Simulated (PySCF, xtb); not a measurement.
Si(H)3(OH) (H₄OSi), SMILES O[SiH3].

xtb with GFN2-xTB at its own geometry gives an orbital gap of 6.71 eV and a dipole moment of 1.39 D.

Geometry optimised at B3LYP-D3(BJ)/def2-TZVP.

### Question
What does PySCF with HF/def2-TZVPD give? (Estimate from the structure and the level; the computed values follow.)

### Answer
gap 14.03 eV (levels -12.47 and 1.56 eV), dipole 1.39 D.
